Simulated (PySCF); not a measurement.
Spectrum to structure. Method used: TDDFT B3LYP/def2-SVPD, vertical, gas phase, core orbitals frozen in the response (PySCF). Geometries: GFN2-xTB, one conformer each.

```tsv
state	λ (nm)	f
S1	310.5	0.0002
S2	250.3	0.070
S3	205.6	0.033
S4	203.1	0.0058
S5	197.1	0.0023
S6	196.6	0.0036
S7	191.6	0.0065
S8	186.2	0.308
```

Triplets computed (Tamm–Dancoff): 3.40, 4.26, 4.76 eV.

Question: Which structure fits? All have the formula C5H11NSi.
A. `C1N(C1)[C@@H]1CC[SiH2]1`
B. `C([SiH2]N=C)C(C)=C`
C. `C=C1CC[C@H]1N[SiH3]`
D. `C=CN1CCC[SiH2]1`
E. `CC(C)([SiH3])CC#N`

Answer: B. Its S1, at 3.99 eV, is the lowest among the candidates; the nearest of the others has S1 at 4.88 eV. S1 is HOMO-1→LUMO (86%), HOMO→LUMO (13%). Löwdin shares by element: HOMO carbon 67% or more, nitrogen 7% (atoms not listed hold the other 26%); LUMO carbon 40% or more, nitrogen 33%, hydrogen 13% or more. At the same level the other candidates give, for their lowest levels:
- `CC(C)([SiH3])CC#N`: 171 nm (f 0.003); 161 nm (f 0.002); 160 nm (f 0.004); 158 nm (f 0.066); 154 nm (f 0.028); T1 6.47 eV; HOMO -8.27, LUMO -0.15 eV
- `C=C1CC[C@H]1N[SiH3]`: 240 nm (f 0.018); 217 nm (f 0.008); 195 nm (f 0.003); 193 nm (f 0.069); 192 nm (f 0.015); T1 4.24 eV; HOMO -6.41, LUMO -0.31 eV
- `C=CN1CCC[SiH2]1`: 254 nm (f 0.002); 245 nm (f 0.020); 211 nm (f 0.044); 208 nm (f 0.097); 206 nm (f 0.252); T1 4.15 eV; HOMO -5.65, LUMO 0.10 eV
- `C1C[C@@H](N2CC2)[SiH2]1`: 241 nm (f 0.050); 223 nm (f 0.002); 210 nm (f 0.013); 204 nm (f 0.059); 192 nm (f 0.005); T1 4.71 eV; HOMO -5.98, LUMO -0.08 eV

Shape of the structure used: `[CH2:1]=[N:2][SiH2:3][CH2:4][C:5](=[CH2:6])[CH3:7]`: C1–N2–Si3–C4 119°, N2–Si3–C4–C5 172°, Si3–C4–C5–C6 102°.
